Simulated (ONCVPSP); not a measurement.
## Ranking ONCV potentials for K (Z = 19)

All share these settings but for the change named:

- Element: K
- Generator: ONCVPSP 4.0.1
- Type: optimised norm-conserving Vanderbilt (ONCV)
- Functional: Wu-Cohen
- Relativity: scalar-relativistic
- Frozen core: [Ne]
- Valence charge: 9
- Reference configuration: 3s2 3p6 4s1
- Partial waves: 3s+4s: rc 1.90 bohr, ncon 4, nbas 7, qcut 4.9 1/bohr, 2 projectors; 3p: rc 1.30 bohr, ncon 3, nbas 7, qcut 5.3 1/bohr, 1 projector; d scattering state at 0.08 Ha: rc 2.00 bohr, ncon 3, nbas 7, qcut 5.3 1/bohr, 2 projectors, debl 3.8 Ha
- Local potential: polynomial inside 1.10 bohr (lpopt 5, dvloc0 0 Ha)
- Core correction: polynomial model core, fcfact 0.5

Cutoff: the first of the cutoffs (Ha) at which the residual kinetic energy of the hardest occupied pseudo-wave falls to 1 and 0.1 mHa per electron; the density cutoff is not measured.

The base gives 11 Ha.

Of 8 variants that were run, those that failed, showed a ghost or another fault, or gave nearly equal values are left out.

A variant can come out equal or close to the base.

Question: Rank these variants from softest to hardest (loose cutoff).
A. all radii but the core radius scaled by about 0.78 (s 1.48, p 1.02, d 1.56 bohr); local potential polynomial inside 0.86 bohr (lpopt 5, dvloc0 0 Ha)
B. all radii but the core radius scaled by about 0.85 (s 1.62, p 1.12, d 1.70 bohr); local potential polynomial inside 0.94 bohr (lpopt 5, dvloc0 0 Ha)
C. all radii but the core radius scaled by about 0.93 (s 1.78, p 1.22, d 1.86 bohr); local potential polynomial inside 1.02 bohr (lpopt 5, dvloc0 0 Ha)

Answer: C (12 Ha), B (20 Ha), A (42 Ha).
